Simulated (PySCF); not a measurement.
**Deuteron quadrupole couplings in `Cc1c[p-]cc1C(C)(C)C`**

Species: C9H14P (charge -1).
Structure used (GFN2-xTB), in Å, numbered top down from 1:
```
atom  x, y, z in Å
C1     2.1049   -0.8231    0.8880
C2     1.6296    0.3826    0.1239
C3     2.5376    1.3580   -0.2395
P4     1.8282    2.7002   -1.0865
C5     0.2807    1.9187   -0.9459
C6     0.3117    0.7027   -0.2825
C7    -0.9231   -0.1627   -0.0904
C8    -1.0823   -0.6066    1.3713
C9    -2.2035    0.5937   -0.4689
C10   -0.8364   -1.4015   -0.9960
H11    1.7181   -1.7612    0.4845
H12    3.1943   -0.8693    0.8413
H13    1.8270   -0.7693    1.9455
H14    3.5976    1.3042   -0.0242
H15   -0.6000    2.3861   -1.3593
H16   -2.0510   -1.0894    1.5212
H17   -0.3099   -1.3120    1.6569
H18   -1.0208    0.2572    2.0306
H19   -3.0786   -0.0355   -0.2891
H20   -2.1948    0.8684   -1.5208
H21   -2.3002    1.4995    0.1258
H22    0.0354   -2.0026   -0.7529
H23   -0.7499   -1.0913   -2.0356
H24   -1.7263   -2.0268   -0.8899
```

Level: PBE0/pcSseg-1 (PySCF, non-relativistic); Q(2H) = 0.00286 b; rigid geometry, the same for H and D, with no vibrational averaging.

Task: Rank these positions by the coupling χzz of a deuteron there, largest first.
A. H17 (methyl hydrogen)
B. H15 (aromatic hydrogen)
C. H19 (methyl hydrogen)

Result: B (234 kHz), A (217 kHz), C (210 kHz).

Task: Tabulate Vzz, the asymmetry η and χzz = 234.96 MHz × Q × Vzz for every hydrogen position.

Result: 
```csv
atom,bonded to,bond length (Å),Vzz (au),η,χzz (kHz)
H11,C1,1.092,0.3142,0.01,211
H12,C1,1.091,0.3135,0.01,211
H13,C1,1.095,0.3085,0.01,207
H14,C3,1.083,0.3425,0.08,230
H15,C5,1.079,0.3478,0.08,234
H16,C8,1.093,0.3119,0.02,210
H17,C8,1.084,0.3225,0.01,217
H18,C8,1.088,0.3167,0.01,213
H19,C9,1.093,0.3119,0.01,210
H20,C9,1.087,0.3180,0.01,214
H21,C9,1.088,0.3171,0.01,213
H22,C10,1.086,0.3213,0.02,216
H23,C10,1.088,0.3163,0.02,213
H24,C10,1.093,0.3123,0.01,210
```

Task: How does χzz go with the bond length over the 14 C–H bonds?

Result: A straight-line fit has a slope of -16.0 kHz for each 0.01 Å, with a correlation coefficient of -0.91, over lengths from 1.079 to 1.095 Å. The longer bonds have the smaller couplings here.

Task: A static deuteron (I = 1) shows a doublet split by (3/2)χ, (3/4)χ(1 + η) and (3/4)χ(1 − η) with the field along z, y and x of the gradient. What are these for H14?

Result: With |χ| = 230.1 kHz and η = 0.080: 345, 187 and 159 kHz, to first order and without motion.

Isolated species at its GFN2-xTB geometry, gas phase. The pcSseg-1 basis has no diffuse functions, a weakness for an anion. GFN2-xTB bond lengths can be off by several hundredths of an ångström, more for odd bonds, and the gradients follow them. These gradients aren't converged with respect to the basis.
